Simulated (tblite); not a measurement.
Species: C5H5ClO (charge +1 and doublet state).
Atom-mapped SMILES: `[O:1]=[C:2]1[CH2:3][CH+:4][C:5]1[CH2:6][Cl:7]` (hydrogens: H8, H9 on C3; H10 on C4; H11, H12 on C6)
Bond orders are those of one Lewis drawing.

Computed with GFN2-xTB (tblite), gas phase: L-BFGS steps from a force-field or distance-geometry start until the largest atomic force falls under 0.01 eV/Å.

Step 4: E = -578.9673 eV
```
atom  x, y, z in Å  |  force x, y, z in eV/Å
O1      0.0266    1.8459    1.1149   -0.206   0.094  -0.457
C2     -0.3573    1.0915    0.2939    0.061  -0.057   0.175
C3     -1.7097    0.3971   -0.0244   -0.325   0.238   0.180
C4     -0.8603   -0.8028   -0.2722    0.065   0.409   0.140
C5      0.2963   -0.0902   -0.3491   -0.210  -0.080   0.399
C6      1.6896   -0.4636   -0.1418    0.145  -0.232   0.204
Cl7     2.9293    0.6932   -0.5916    0.068   0.228  -0.131
H8     -2.4666    0.3883    0.7656    0.100  -0.016  -0.143
H9     -2.0720    0.8205   -0.9557   -0.369   0.113  -0.064
H10    -1.0836   -1.8400   -0.1496   -0.095  -0.254  -0.410
H11     1.7364   -0.6333    0.9370    0.586  -0.200   0.264
H12     1.8725   -1.4071   -0.6531    0.180  -0.244  -0.158
```

Step 5: E = -579.0093 eV
```
atom  x, y, z in Å  |  force x, y, z in eV/Å
O1      0.0210    1.8455    1.1009    0.067   0.756   0.157
C2     -0.3581    1.0945    0.2877   -0.194  -0.490  -0.113
C3     -1.7169    0.4018   -0.0222   -0.210   0.249  -0.057
C4     -0.8656   -0.7945   -0.2718   -0.024   0.000   0.208
C5      0.2962   -0.0987   -0.3184    0.032  -0.037   0.032
C6      1.6994   -0.4706   -0.1354   -0.017  -0.218   0.081
Cl7     2.9306    0.6997   -0.5951   -0.029   0.136  -0.109
H8     -2.4701    0.3878    0.7677    0.066   0.008  -0.093
H9     -2.0831    0.8239   -0.9554   -0.339   0.092   0.000
H10    -1.0829   -1.8370   -0.1651   -0.129  -0.181  -0.393
H11     1.7531   -0.6379    0.9397    0.634  -0.244   0.348
H12     1.8778   -1.4151   -0.6585    0.144  -0.071  -0.063
```

Step 6: E = -579.0603 eV
```
atom  x, y, z in Å  |  force x, y, z in eV/Å
O1      0.0133    1.8560    1.0824    0.198   1.108   0.466
C2     -0.3609    1.0934    0.2831   -0.291  -0.522  -0.126
C3     -1.7268    0.4115   -0.0230   -0.061   0.137  -0.189
C4     -0.8743   -0.7852   -0.2664   -0.029  -0.447   0.172
C5      0.2968   -0.1091   -0.2809    0.219  -0.099  -0.265
C6      1.7112   -0.4833   -0.1255   -0.154  -0.126   0.035
Cl7     2.9310    0.7102   -0.6016   -0.195  -0.035  -0.055
H8     -2.4746    0.3875    0.7698    0.039   0.053  -0.061
H9     -2.1039    0.8301   -0.9550   -0.280   0.080   0.039
H10    -1.0847   -1.8368   -0.1923   -0.167  -0.018  -0.342
H11     1.7867   -0.6487    0.9498    0.628  -0.263   0.265
H12     1.8874   -1.4262   -0.6664    0.093   0.132   0.062
```

Step 7: E = -579.1255 eV
```
atom  x, y, z in Å  |  force x, y, z in eV/Å
O1      0.0019    1.8853    1.0562    0.172   1.038   0.385
C2     -0.3663    1.0899    0.2840   -0.222  -0.197   0.100
C3     -1.7398    0.4264   -0.0270    0.190  -0.118  -0.247
C4     -0.8857   -0.7786   -0.2555    0.034  -0.729   0.006
C5      0.2986   -0.1259   -0.2344    0.257  -0.156  -0.387
C6      1.7253   -0.5032   -0.1087   -0.226   0.023   0.054
Cl7     2.9274    0.7239   -0.6118   -0.401  -0.262   0.026
H8     -2.4799    0.3883    0.7712    0.016   0.114  -0.031
H9     -2.1395    0.8408   -0.9546   -0.140   0.040   0.105
H10    -1.0912   -1.8382   -0.2373   -0.219   0.142  -0.244
H11     1.8474   -0.6693    0.9682    0.519  -0.246   0.011
H12     1.9031   -1.4399   -0.6763    0.019   0.352   0.221
```

**Question.** Estimate the geometry and energy of step 8. (The exact step hangs on the optimiser's Hessian estimate; all steps are aligned on step 7, rigid shifts and turns removed.)

**Answer.** E = -579.1831 eV, largest force 0.711 eV/Å
```
atom  x, y, z in Å  |  force x, y, z in eV/Å
O1     -0.0096    1.9272    1.0303    0.023   0.530   0.001
C2     -0.3723    1.0872    0.2943   -0.033   0.263   0.332
C3     -1.7481    0.4381   -0.0336    0.342  -0.349  -0.153
C4     -0.8936   -0.7805   -0.2448    0.089  -0.672  -0.213
C5      0.3001   -0.1441   -0.1969    0.167  -0.101  -0.216
C6      1.7355   -0.5223   -0.0895   -0.187   0.150   0.106
Cl7     2.9167    0.7330   -0.6216   -0.515  -0.399   0.087
H8     -2.4837    0.3912    0.7708    0.044   0.144  -0.039
H9     -2.1774    0.8523   -0.9530    0.061  -0.033   0.187
H10    -1.1027   -1.8403   -0.2859   -0.245   0.203  -0.150
H11     1.9170   -0.6945    0.9861    0.309  -0.192  -0.265
H12     1.9193   -1.4479   -0.6824   -0.054   0.455   0.323
```

The energy changes by -0.0576 eV. The first-order estimate −F·Δx gives -0.0819 eV and the mean of the old and new forces, exact on a quadratic surface, -0.0570 eV. The step makes an angle of 69° with the force vector and moves no atom by more than 0.076 Å.

What follows is the cost of the whole relaxation. Hardware: one thread of an Arm Neoverse V1, on a shared host. Cost: 0.48 s.
